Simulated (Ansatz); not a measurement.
The same molecule with X = B, Al, Ga, In. Ansatz, PBE0-D4/def2-TZVP geometries, multiplicity 1.

Elements past krypton have def2 core potentials. Outer-core shells of Ga, In, Se are correlated without core-valence functions. Scalar relativity is left out up to krypton. Spin–orbit coupling is left out.

```tsv
X	molecule	vertical ionisation energy (CCSD(T)/def2-TZVPP) / eV	mean X–H bond length / Å	mean X–Se bond length / Å	HOMO energy (PBE0/def2-TZVPP) / eV	HOMO energy (PBE/def2-TZVPP) / eV	HOMO–LUMO gap (PBE0/def2-TZVPP) / eV
B	`B[SeH]`	10.28	1.190	1.899	-7.93	-6.89	6.46
Al	`[AlH2][SeH]`	9.69	1.580	2.314	-7.45	-6.37	5.95
In	`[SeH][InH2]`	9.20	1.712	2.508	-7.09	-6.04	5.36
```

(1) Give the row for X = Ga, `[GaH2][SeH]`. (Best estimate.)

Results:

(1) Computed: 
| X | molecule | vertical ionisation energy (CCSD(T)/def2-TZVPP) / eV | mean X–H bond length / Å | mean X–Se bond length / Å | HOMO energy (PBE0/def2-TZVPP) / eV | HOMO energy (PBE/def2-TZVPP) / eV | HOMO–LUMO gap (PBE0/def2-TZVPP) / eV |
| --- | --- | --- | --- | --- | --- | --- | --- |
| Ga | `[GaH2][SeH]` | 9.55 | 1.560 | 2.322 | -7.35 | -6.28 | 5.77 |

From B to In the vertical ionisation energy (CCSD(T)/def2-TZVPP) falls at each step, by 1.08 eV in all; the mean X–H bond length isn't monotonic: highest at In, lowest at B; the mean X–Se bond length rises at each step, by 0.609 Å in all; the HOMO energy (PBE0/def2-TZVPP) rises at each step, by 0.84 eV in all; the HOMO energy (PBE/def2-TZVPP) rises at each step, by 0.85 eV in all; the HOMO–LUMO gap (PBE0/def2-TZVPP) falls at each step, by 1.10 eV in all. Bonds lengthen as the atom grows down the group.
